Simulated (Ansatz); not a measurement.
```yaml
crystal:
  periodic: [false, false, false]
  atoms:
    - {symbol: F, position_ang: [0.518209, -0.644653, -1.630528]}
    - {symbol: C, position_ang: [-0.043008, 0.198498, -0.619803]}
    - {symbol: B, position_ang: [0.262313, -0.104776, 0.930546]}
    - {symbol: S, position_ang: [-1.429224, -0.609009, 0.464617]}
    - {symbol: H, position_ang: [-0.332019, 1.206483, -1.066519]}
    - {symbol: H, position_ang: [1.067828, -0.113744, 1.873282]}
basis:
  gaussian: {orbitals: STO-3G}
hamiltonian: {xc: {name: HF}}
correlation: {active_space: {window: {electrons: 3, orbitals: 2}}}
output: {forces: true}
```

```sh
$ ansatz run in.yaml --threads 2 --pin off --events-out ev --progress --plain --max-ram 4352MiB
```

Shortened log:

```
Functional definition: HF
333 factors; integrals over basis functions are off by at most 1.1e-4 eV
mean field evaluation 1: about -15073.9050 eV, gradient 3.0e1 eV
mean field evaluation 2: about -15074.0127 eV, gradient 3.0e1 eV
mean field evaluation 4: about -15077.8361 eV, gradient 2.9e0 eV
mean field evaluation 8: about -15077.8884 eV, gradient 1.3e-1 eV
mean field -15077.88871343 eV, -554.1021900586 hartree, gradient 2.3e-6 eV, S^2 0.000000; 0 other end points of the search recorded, 0 dependent functions left out
reference -15077.88871343 eV, -554.1021900586 hartree; 19, 19 occupied and 7, 7 virtual orbitals, 333 factors
Error: 3 electrons in 2 orbitals form no window around the highest filled level of the reference
```

Q: What is wrong with this run?

A: The active space doesn't fit the electrons. The run stopped with an error.
